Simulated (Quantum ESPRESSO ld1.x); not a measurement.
Problem. These are the eigenvalues of the occupied orbitals of an atom or ion with whole-number occupations (eV). Method: scalar-relativistic Kohn-Sham, LDA (Slater exchange, Perdew-Zunger correlation), spin-polarised, spherical densities, point nucleus; computed with ld1.x of Quantum ESPRESSO 7.5.

| orbital | eigenvalue |
|---|---|
| 1s up | -17805.8 |
| 1s down | -17805.8 |
| 2s up | -2473.51 |
| 2s down | -2473.34 |
| 2p up | -2208.25 |
| 2p down | -2208.12 |
| 3s up | -410.334 |
| 3s down | -410.202 |
| 3p up | -323.940 |
| 3p down | -323.798 |
| 3d up | -181.665 |
| 3d down | -181.479 |
| 4s up | -61.6076 |
| 4s down | -60.6331 |
| 4p up | -39.6557 |
| 4p down | -38.5317 |
| 4d up | -10.7325 |
| 5s up | -10.7319 |

Which element is it, and in what charge state? The configuration may be excited. Open shells, if any, are filled with parallel spins first.

Solution. Z = 40, zirconium, charge +1: Zr+ in [Kr] 4d2 5s1. The list shows which subshells hold electrons but not how many an open one holds; the 1s level, -654.35 hartree, gives Z - s = 36.2 by -(Z - s)^2/2, which with screening and relativity narrows Z to a few neighbours, and the depths of the outer levels then fix element, charge and occupations together.
